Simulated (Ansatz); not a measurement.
Search for a first-order saddle point of ZnH$_{3}$SOF, singlet.

The input file, in.yaml:

```yaml
crystal:
  periodic: [false, false, false]
  atoms:
    - {symbol: Zn, position_ang: [-0.262455, -0.011482, -0.637600]}
    - {symbol: S, position_ang: [0.130159, -0.391590, 1.781751]}
    - {symbol: O, position_ang: [0.168182, -0.633896, -2.252142]}
    - {symbol: H, position_ang: [-0.738502, 0.740235, 1.315164]}
    - {symbol: F, position_ang: [-1.239595, 1.364384, 0.216054]}
    - {symbol: H, position_ang: [1.246684, 0.370473, 1.795957]}
    - {symbol: H, position_ang: [0.695628, -1.438125, -2.219083]}
basis:
  gaussian: {orbitals: def2-TZVP}
hamiltonian: {xc: pbe0, dispersion: d4}
saddle:
  f_tol: 0.01
  max_steps: 50
  order_check: false
  mode_guess:
    - [-0.2752, 0.2912, -0.2778]
    - [-0.0392, 0.0606, 0.1588]
    - [0.0513, -0.0529, -0.0457]
    - [0.3013, -0.3394, 0.5556]
    - [-0.0556, 0.0678, -0.4431]
    - [-0.0141, 0.0226, 0.0328]
    - [0.0315, -0.0499, 0.0194]
```

An equivalent command:

```bash
ansatz run in.yaml --threads 4 --pin off --events-out ev --progress --plain
```

The run's output (Ansatz 0.2.0):

```
Functional definition: PBE0
  name "PBE0"
  cite "Adamo & Barone, J. Chem. Phys. 110, 6158 (1999) doi:10.1063/1.478522"
  cite "Perdew, Burke & Ernzerhof, Phys. Rev. Lett. 77, 3865 (1996) doi:10.1103/PhysRevLett.77.3865"
  parent pbe
  parameter a = 0.25
  parameter kappa = 0.804
  parameter beta = 0.06672455060314922
  exchange = (1 - a)*pbe_x(kappa = kappa, mu = beta*pi^2/3) + a*exact_x
  correlation = pbe_c(beta = beta)
1251 factors; their error is unknown
mean field evaluation 1: about -64047.8419 eV, gradient 7.5e1 eV
mean field evaluation 2: about -64000.1661 eV, gradient 1.7e2 eV
mean field evaluation 4: about -64056.0057 eV, gradient 1.6e1 eV
mean field evaluation 8: about -64056.3391 eV, gradient 2.6e-1 eV
mean field evaluation 16: about -64056.4588 eV, gradient 4.6e-4 eV
mean field -64056.45880872 eV, -2354.0314421933 hartree, gradient 1.5e-5 eV, S^2 0.000000; 0 other end points of the search recorded, 0 dependent functions left out
the calculation of the forces begins
reference -64056.45884113 eV, -2354.0314433841 hartree; 33, 33 occupied and 132, 132 virtual orbitals, 1251 factors
these checks for a lower state are left out or cut short: stability, starts, cluster_reference, orbital_swaps, neighbouring_geometries, increment
1251 factors; their error is unknown
mean field -64056.46054629 eV, -2354.0315060478 hartree, gradient 1.2e-6 eV, S^2 0.000000; 0 other end points of the search recorded, 0 dependent functions left out
the calculation of the forces begins
reference -64056.46057873 eV, -2354.0315072398 hartree; 33, 33 occupied and 132, 132 virtual orbitals, 1251 factors
these checks for a lower state are left out or cut short: stability, starts, cluster_reference, orbital_swaps, neighbouring_geometries, increment
1251 factors; their error is unknown
mean field evaluation 32: about -64056.4593 eV, gradient 1.2e-6 eV
mean field -64056.45934142 eV, -2354.0314617695 hartree, gradient 1.2e-6 eV, S^2 0.000000; 0 other end points of the search recorded, 0 dependent functions left out
the calculation of the forces begins
reference -64056.45937387 eV, -2354.0314629619 hartree; 33, 33 occupied and 132, 132 virtual orbitals, 1251 factors
saddle step   1: F+E_penalty+E_count = -64056.56075997 eV  max|allowed force component| = 2.280e-1 eV/Å  curvature = -3.2867 eV/Å²  mode residual = 9.80e-1 eV/Å²  Δτ_max = 0.0000 Å  (1 rotations, 3 force calls, 76 SCF iters)  cluster: 3 rotations left out, max|force component along them| = 3.080e-8 eV/Å
saddle step   2: F+E_penalty+E_count = -64056.56464728 eV  max|allowed force component| = 1.586e-1 eV/Å  curvature = -3.2199 eV/Å²  mode residual = 5.15e-1 eV/Å²  Δτ_max = 0.0094 Å  (1 rotations, 3 force calls, 81 SCF iters)  cluster: 3 rotations left out, max|force component along them| = 2.196e-8 eV/Å
saddle step   3: F+E_penalty+E_count = -64056.56699461 eV  max|allowed force component| = 1.232e-1 eV/Å  curvature = -3.2082 eV/Å²  mode residual = 7.42e-1 eV/Å²  Δτ_max = 0.0173 Å  (1 rotations, 3 force calls, 80 SCF iters)  cluster: 3 rotations left out, max|force component along them| = 2.164e-8 eV/Å
saddle step   4: F+E_penalty+E_count = -64056.56712989 eV  max|allowed force component| = 9.589e-2 eV/Å  curvature = -3.5273 eV/Å²  mode residual = 9.96e-1 eV/Å²  Δτ_max = 0.0213 Å  (1 rotations, 3 force calls, 79 SCF iters)  cluster: 3 rotations left out, max|force component along them| = 2.091e-8 eV/Å
saddle step   5: F+E_penalty+E_count = -64056.56678805 eV  max|allowed force component| = 6.888e-2 eV/Å  curvature = -3.8709 eV/Å²  mode residual = 9.54e-1 eV/Å²  Δτ_max = 0.0181 Å  (1 rotations, 3 force calls, 79 SCF iters)  cluster: 3 rotations left out, max|force component along them| = 2.105e-8 eV/Å
saddle step   6: F+E_penalty+E_count = -64056.56747380 eV  max|allowed force component| = 2.452e-2 eV/Å  curvature = -3.8607 eV/Å²  mode residual = 5.92e-1 eV/Å²  Δτ_max = 0.0073 Å  (1 rotations, 3 force calls, 81 SCF iters)  cluster: 3 rotations left out, max|force component along them| = 2.375e-8 eV/Å
saddle step   7: F+E_penalty+E_count = -64056.56754063 eV  max|allowed force component| = 1.304e-2 eV/Å  curvature = -3.8955 eV/Å²  mode residual = 5.66e-1 eV/Å²  Δτ_max = 0.0028 Å  (1 rotations, 3 force calls, 71 SCF iters)  cluster: 3 rotations left out, max|force component along them| = 5.223e-8 eV/Å
saddle step   8: F+E_penalty+E_count = -64056.56757723 eV  max|allowed force component| = 1.018e-2 eV/Å  curvature = -3.9674 eV/Å²  mode residual = 3.68e-1 eV/Å²  Δτ_max = 0.0038 Å  (1 rotations, 3 force calls, 81 SCF iters)  cluster: 3 rotations left out, max|force component along them| = 2.340e-8 eV/Å
saddle step   9: F+E_penalty+E_count = -64056.56758549 eV  max|allowed force component| = 1.372e-2 eV/Å  curvature = -3.9675 eV/Å²  mode residual = 3.28e-1 eV/Å²  Δτ_max = 0.0023 Å  (1 rotations, 3 force calls, 71 SCF iters)  cluster: 3 rotations left out, max|force component along them| = 5.526e-8 eV/Å
saddle step  10: F+E_penalty+E_count = -64056.56759306 eV  max|allowed force component| = 4.229e-3 eV/Å  curvature = -3.9777 eV/Å²  mode residual = 2.33e-1 eV/Å²  Δτ_max = 0.0006 Å  (1 rotations, 10 force calls, 235 SCF iters)  cluster: 3 rotations left out, max|force component along them| = 3.999e-8 eV/Å
saddle step  11: F+E_penalty+E_count = -64056.56759984 eV  max|allowed force component| = 7.700e-4 eV/Å  curvature = -4.0654 eV/Å² (error put at 0.0045; -4.0698 at half of saddle.amplitude)  mode residual = 2.43e-1 eV/Å²  Δτ_max = 0.0031 Å  (1 rotations, 8 force calls, 197 SCF iters)  cluster: 3 rotations left out, max|force component along them| = 2.359e-8 eV/Å
Total energy: -64056.56763208 eV, -2354.0354413778 hartree
Atom 0 at    -0.233712    -0.043310    -0.598159 Å, force    -0.000106     0.000158     0.000356 eV/Å
Atom 1 at     0.120587    -0.382667     1.768294 Å, force    -0.000417     0.000378    -0.000388 eV/Å
Atom 2 at     0.161520    -0.635217    -2.236487 Å, force     0.000231    -0.000770    -0.000051 eV/Å
Atom 3 at    -0.739499     0.764099     1.305449 Å, force     0.000184    -0.000303     0.000023 eV/Å
Atom 4 at    -1.252822     1.367341     0.222410 Å, force     0.000049    -0.000002     0.000128 eV/Å
Atom 5 at     1.242588     0.357343     1.780641 Å, force     0.000170    -0.000079    -0.000042 eV/Å
Atom 6 at     0.701439    -1.427589    -2.242048 Å, force    -0.000112     0.000617    -0.000025 eV/Å
Dipole moment:     0.415847    -0.278310     0.446243 e Å

[the SCF lines of later steps are left out]
```

The run took about 92 s on 4 CPU threads (shared host).
